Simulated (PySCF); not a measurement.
Gas-phase reaction: 2 Sb(CH₃)₃ + 6 CH = 2 Sb + 3 C₄H₈ (isobutene)

Energies from PySCF (xtb for GFN2), thermal terms from the rigid-rotor harmonic-oscillator model, ideal gas at 1 bar. † marks an energy on the PBE0/def2-TZVP geometry and frequencies; other levels use their own. Open shells (unrestricted): CH (multiplicity 2, electronic degeneracy 4), Sb (multiplicity 4); the rest are closed-shell singlets. GFN2 has no spin-polarisation term. Spin-orbit splitting is ignored; it lowers the true energy and changes the entropy of CH. B3LYP is the form with VWN-RPA correlation. Sb: scalar-relativistic def2 core potential, no spin-orbit coupling. The harmonic model lacks anharmonicity and excited electronic states, which grow with temperature; levels with a mode under 35 cm⁻¹ are left out. Internal rotation in C₄H₈ (isobutene) is treated as a harmonic vibration of one conformer, which makes the entropy rough. Soft modes under 120 cm⁻¹ make the harmonic entropy rough for Sb(CH₃)₃. Warning, spin contamination: CH (B3LYP/def2-TZVP†, M06-2X/def2-TZVP†, PBE/def2-SVP, PBE0/def2-SVP†, PBE0/def2-TZVP, r2SCAN/def2-TZVP†, LDA/def2-TZVP†, ωB97M-V/def2-TZVP†).

```
level               ΔE electronic, kJ  ΔH°(298 K), kJ  ΔS°(298 K), J/K  ΔG°(1800 K), kJ
------------------  -----------------  --------------  ---------------  ---------------
B3LYP/def2-TZVP†                -3230           -3090             -583            -1952
GFN2-xTB                        -3915           -3776             -574            -2658
M06-2X/def2-TZVP†               -3434           -3294             -583            -2156
PBE/def2-SVP                    -3532           -3397             -589            -2254
PBE0/def2-SVP†                  -3515           -3374             -583            -2236
PBE0/def2-TZVP                  -3382           -3242             -583            -2104
r2SCAN/def2-TZVP†               -3333           -3192             -583            -2054
LDA/def2-TZVP†                  -3779           -3638             -583            -2500
ωB97M-V/def2-TZVP†              -3289           -3148             -583            -2010
```
ΔH° is lowest at GFN2-xTB and highest at B3LYP/def2-TZVP†. No reference value is set beside these.
